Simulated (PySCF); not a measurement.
## Simulated absorption spectrum

C2H10N2OSi2.
Z-matrix (Å and degrees, GFN2-xTB geometry), rows numbered from 1:
```
C 
N   1  1.2482
Si  2  1.7184  1  135.33
Si  3  2.2920  2  101.28  1   112.27
N   4  1.7371  3  119.26  2    59.86
O   4  1.6275  3   99.52  2   176.52
C   6  1.3955  4  126.60  3  -176.81
H   1  1.0882  2  119.74  3  -175.61
H   1  1.0937  2  124.65  3     4.50
H   3  1.4758  2  116.00  1   -14.11
H   3  1.4702  2   99.77  1  -127.91
H   4  1.4754  3  118.05  2   -62.52
H   5  1.0073  4  117.50  3   -66.23
H   5  1.0097  4  117.33  3    66.19
H   7  1.0924  6  109.98  4   -86.79
H   7  1.0909  6  108.40  4   153.86
H   7  1.0906  6  111.09  4    33.68
```

Computed with TDDFT B3LYP/def2-SVPD, vertical, gas phase, core orbitals frozen in the response in PySCF. Note that the optimisation stopped short of convergence; the values belong to its last geometry.

Broadening: Gaussians 0.5 eV wide at half height, area fixed by f = 4.319×10⁻⁹ ∫ε dν̃. The width is an assumption, not a result. The curve ends short of the highest state used, and states not computed would add to its high-energy end.

```json
{"λ (nm)": "212.8", "ε (L mol⁻¹ cm⁻¹)": "4839"}
{"λ (nm)": "216.8", "ε (L mol⁻¹ cm⁻¹)": "3546"}
{"λ (nm)": "220.7", "ε (L mol⁻¹ cm⁻¹)": "2817"}
{"λ (nm)": "224.7", "ε (L mol⁻¹ cm⁻¹)": "2596"}
{"λ (nm)": "228.6", "ε (L mol⁻¹ cm⁻¹)": "2671"}
{"λ (nm)": "232.5", "ε (L mol⁻¹ cm⁻¹)": "2821"}
{"λ (nm)": "236.5", "ε (L mol⁻¹ cm⁻¹)": "2892"}
{"λ (nm)": "240.4", "ε (L mol⁻¹ cm⁻¹)": "2780"}
{"λ (nm)": "244.4", "ε (L mol⁻¹ cm⁻¹)": "2448"}
{"λ (nm)": "248.3", "ε (L mol⁻¹ cm⁻¹)": "1964"}
{"λ (nm)": "252.3", "ε (L mol⁻¹ cm⁻¹)": "1413"}
{"λ (nm)": "256.2", "ε (L mol⁻¹ cm⁻¹)": "927"}
{"λ (nm)": "260.2", "ε (L mol⁻¹ cm⁻¹)": "544"}
{"λ (nm)": "264.1", "ε (L mol⁻¹ cm⁻¹)": "296"}
{"λ (nm)": "268.0", "ε (L mol⁻¹ cm⁻¹)": "148"}
{"λ (nm)": "272.0", "ε (L mol⁻¹ cm⁻¹)": "68"}
{"λ (nm)": "275.9", "ε (L mol⁻¹ cm⁻¹)": "30"}
{"λ (nm)": "279.9", "ε (L mol⁻¹ cm⁻¹)": "14"}
{"λ (nm)": "283.8", "ε (L mol⁻¹ cm⁻¹)": "9"}
{"λ (nm)": "287.8", "ε (L mol⁻¹ cm⁻¹)": "9"}
{"λ (nm)": "291.7", "ε (L mol⁻¹ cm⁻¹)": "11"}
{"λ (nm)": "295.7", "ε (L mol⁻¹ cm⁻¹)": "14"}
{"λ (nm)": "299.6", "ε (L mol⁻¹ cm⁻¹)": "17"}
{"λ (nm)": "303.5", "ε (L mol⁻¹ cm⁻¹)": "20"}
{"λ (nm)": "307.5", "ε (L mol⁻¹ cm⁻¹)": "22"}
{"λ (nm)": "311.4", "ε (L mol⁻¹ cm⁻¹)": "22"}
{"λ (nm)": "315.4", "ε (L mol⁻¹ cm⁻¹)": "21"}
{"λ (nm)": "319.3", "ε (L mol⁻¹ cm⁻¹)": "19"}
{"λ (nm)": "323.3", "ε (L mol⁻¹ cm⁻¹)": "17"}
{"λ (nm)": "327.2", "ε (L mol⁻¹ cm⁻¹)": "14"}
{"λ (nm)": "331.1", "ε (L mol⁻¹ cm⁻¹)": "11"}
{"λ (nm)": "335.1", "ε (L mol⁻¹ cm⁻¹)": "9"}
{"λ (nm)": "339.0", "ε (L mol⁻¹ cm⁻¹)": "6"}
{"λ (nm)": "343.0", "ε (L mol⁻¹ cm⁻¹)": "5"}
{"λ (nm)": "346.9", "ε (L mol⁻¹ cm⁻¹)": "3"}
{"λ (nm)": "350.9", "ε (L mol⁻¹ cm⁻¹)": "2"}
{"λ (nm)": "354.8", "ε (L mol⁻¹ cm⁻¹)": "1"}
{"λ (nm)": "358.8", "ε (L mol⁻¹ cm⁻¹)": "1"}
{"λ (nm)": "362.7", "ε (L mol⁻¹ cm⁻¹)": "1"}
{"λ (nm)": "366.6", "ε (L mol⁻¹ cm⁻¹)": "0"}
{"λ (nm)": "370.6", "ε (L mol⁻¹ cm⁻¹)": "0"}
{"λ (nm)": "374.5", "ε (L mol⁻¹ cm⁻¹)": "0"}
{"λ (nm)": "378.5", "ε (L mol⁻¹ cm⁻¹)": "0"}
{"λ (nm)": "382.4", "ε (L mol⁻¹ cm⁻¹)": "0"}
```

Question: Locate the maxima and give the states behind the curve.

Answer: 311 nm (3.99 eV), ε about 22, made up of S1 (100%); 236 nm (5.25 eV), ε about 2900, made up of S2 (57%) and S3 (39%) (ε in L mol⁻¹ cm⁻¹; maxima over ε = 5, shares over 10%). At its high-energy end, 5.83 eV, the curve is still rising (ε about 4900, from S4 and S6). The states used: S1 3.99 eV (f 0.0004); S2 5.11 eV (f 0.038); S3 5.40 eV (f 0.027); S4 5.71 eV (f 0.019); S5 5.96 eV (f 0.0094); S6 6.05 eV (f 0.104); S7 6.21 eV (f 0.0032); S8 6.43 eV (f 0.0087).

Question: Coming from long wavelengths, where does ε first pass 100 L mol⁻¹ cm⁻¹?

Answer: At about 270 nm (4.59 eV), 0.60 eV above S1.

Question: On this curve, what absorbance would a 10⁻³ mol/L sample give at 248 nm over a 1 cm path?

Answer: 248 nm is 4.999 eV, where ε is about 2000 L mol⁻¹ cm⁻¹, so A = ε c l ≈ 2 (Beer–Lambert, with the gas-phase spectrum and the assumed width).

Question: What would ε be at 5.25 eV, the highest of these maxima, with half the width (0.25 eV)?

Answer: About 2840 L mol⁻¹ cm⁻¹ against 2890, a factor of about 1.0; a lone state at its own centre would give exactly 2.

One conformer stands for the species.
